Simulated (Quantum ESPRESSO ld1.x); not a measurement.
The numbers below are computed, except where a source is named.
Task: Ionisation of Sm, [Xe] 4f6 6s2, to Sm+, [Xe] 4f6 6s1, under several functionals. Scalar-relativistic Kohn-Sham, spin-unpolarised, spherical densities, point nucleus; ld1.x of Quantum ESPRESSO 7.5. Known Delta-SCF values: exchange-only PBE 5.398 eV. What does Wu-Cohen GGA give, and what is its highest occupied eigenvalue?

Result: 5.946 eV by Delta-SCF; the 4f eigenvalue is -2.496 eV. NIST: 5.644 eV (measured).

Beside tabulated values, note that spin-unpolarised runs miss the spin-polarisation part of the exchange energy of open shells.
